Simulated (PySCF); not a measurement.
Species: 2-methyl-3-butenoic acid, C5H8O2.
Numbering: `[CH2:1]=[CH:2][C@H:3]([CH3:4])[C:5](=[O:6])[OH:7]` (hydrogens: H8, H9 on C1; H10 on C2; H11 on C3; H12, H13, H14 on C4; H15 on O7)

Torsions of this conformer, `[CH2:1]=[CH:2][C@H:3]([CH3:4])[C:5](=[O:6])[OH:7]`: C1–C2–C3–C4 -129°, C2–C3–C5–O6 80°, H–O7–C5–C3 177°.

The closed-shell ground state was solved at several levels (PySCF, density fitting, gas phase, non-relativistic). Geometry: GFN2-xTB, one conformer, isolated molecule.

```csv
level,basis functions,HOMO (eV),LUMO (eV),gap (eV),dipole (D)
B3LYP/pcJ-1,269,-7.37,-0.54,6.83,1.55
PBE0/pcSseg-1,159,-7.62,-0.32,7.30,1.58
CAM-B3LYP/def2-SVPD,210,-9.07,0.66,9.73,1.67
```

Question: Estimate the row for PBE0/def2-SVPD, a basis of 210 functions; the other rows only guide the guess.

Answer: HOMO -7.68 eV, LUMO -0.48 eV, gap 7.20 eV, dipole 1.64 D.

Question: Over all these levels, which gives the widest orbital gap and which the narrowest?

Answer: CAM-B3LYP/def2-SVPD (range-separated hybrid) has the widest, 9.73 eV, and B3LYP/pcJ-1 (global hybrid, 20 % exact exchange) the narrowest, 6.83 eV. Functional and basis both differ between the two, so the spread mixes both effects.

Question: How far do the dipole and the HOMO energy spread over the levels?

Answer: The dipole runs from 1.55 to 1.67 D (mean 1.61 D) and the HOMO from -9.07 to -7.37 eV.
